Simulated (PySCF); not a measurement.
Isomers of C9H12O2, from PBE0-D3(BJ)/def2-SVP geometry optimisation, gas phase (PySCF 2.14.0). One conformer each, no zero-point energy, no frequencies.

Question: Which is lower in electronic energy at this level?
A. `[CH3:1][CH2:2][c:3]1[cH:4][cH:5][c:6]([OH:7])[c:8]([O:9][CH3:10])[cH:11]1` with C1–C2–C3–C4 90°, C5–C6–O7–H 180°, C6–C8–O9–C10 180° (ethylguaiacol): A = 1671, B = 794.6, C = 568.1 MHz, dipole 2.78 D
B. `[CH3:1][CH2:2][CH2:3][C:4]1([C:5]#[C:6][C:7](=[O:8])[OH:9])[CH2:10][CH2:11]1` with C1–C2–C3–C4 180°, C2–C3–C4–C5 -61°, C6–C7–O9–H 180°: A = 1456, B = 563.4, C = 428.4 MHz, dipole 2.64 D

Answer: A. That is ethylguaiacol, `CCC1=CC(OC)=C(O)C=C1`, 44.6 kcal/mol below the other.

| SMILES | mapped SMILES | E (Eh) | relative (kcal/mol) | relative (kJ/mol) | dipole (D) |
| --- | --- | --- | --- | --- | --- |
| CCc1ccc(O)c(OC)c1 | [CH3:1][CH2:2][c:3]1[cH:4][cH:5][c:6]([OH:7])[c:8]([O:9][CH3:10])[cH:11]1 | -499.70856 | 0.0 | 0.0 | 2.78 |
| CCCC1(C#CC(=O)O)CC1 | [CH3:1][CH2:2][CH2:3][C:4]1([C:5]#[C:6][C:7](=[O:8])[OH:9])[CH2:10][CH2:11]1 | -499.63752 | 44.6 | 186.5 | 2.64 |

As drawn, the lower has an aromatic ring, which the higher lacks; the higher has a three-membered ring, a C=O bond and a C≡C bond, which the lower lacks.
